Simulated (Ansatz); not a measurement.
BrH2NZn, SMILES `[NH2][Zn][Br]`, relaxed with RKS PBE0-D4/def2-TZVP in Ansatz 0.2.0 from a PBE-D4/def2-SVP geometry. The force threshold is 0.005 eV/Å; the program also tests the step.

The species carries charge 0 and has multiplicity 1.

Start:

```xyz
5

N    -0.088   -1.006    0.213
Zn   -0.157    0.807   -0.050
Br   -0.462    3.024   -0.252
H    -0.028   -1.531   -0.671
H     0.736   -1.293    0.759
```

| step | energy (eV) | largest force (eV/Å) | largest move (Å) |
| --- | --- | --- | --- |
| 1 | -119974.7393 | 0.792 | 0.000 |
| 2 | -119974.7531 | 0.276 | 0.013 |
| 3 (rejected) | -119974.7501 | 0.423 | 0.074 |
| 4 | -119974.7586 | 0.043 | 0.036 |
| 5 | -119974.7589 | 0.008 | 0.008 |
| 6 | -119974.7589 | 0.001 | 0.001 |

End:

```xyz
5

N    -0.046   -0.984    0.187
Zn   -0.162    0.813   -0.047
Br   -0.465    3.014   -0.249
H    -0.045   -1.539   -0.658
H     0.717   -1.304    0.768
```

Run time 75 s (2 threads of a server CPU on a shared host); peak host memory 0.42 GiB.
